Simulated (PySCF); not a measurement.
C2H6ClFSi, SMILES F[C@@H](Cl)C[SiH3]. Geometry optimised at PBE-D3(BJ)/def2-SVP. The structure was generated by enumeration; whether it is a known compound was not checked. The values are those of a single conformer.

**Question.** Give the equilibrium geometry at PBE-D3(BJ)/def2-SVP (PySCF confirms it by a frequency run) as bond lengths and angles. (An estimate is asked for; the answer gives what the named calculation found.)

**Answer.** Several could match; the one computed here: 
Atoms: F1 C2 Cl3 C4 Si5 H6 H7 H8 H9 H10 H11. Bonds (Å): F1–C2 1.368, C2–Cl3 1.817, C2–C4 1.515, C2–H6 1.110, C4–Si5 1.915, C4–H7 1.109, C4–H8 1.112, Si5–H9 1.501, Si5–H10 1.505, Si5–H11 1.500. Angles (°): F1–C2–Cl3 108.9, F1–C2–C4 110.4, F1–C2–H6 108.1, Cl3–C2–C4 110.8, Cl3–C2–H6 105.1, C4–C2–H6 113.4, C2–C4–Si5 115.8, C2–C4–H7 109.3, C2–C4–H8 107.5, Si5–C4–H7 108.5, Si5–C4–H8 108.6, H7–C4–H8 106.9, C4–Si5–H9 111.0, C4–Si5–H10 107.0, C4–Si5–H11 111.2, H9–Si5–H10 109.0, H9–Si5–H11 110.0, H10–Si5–H11 108.6.
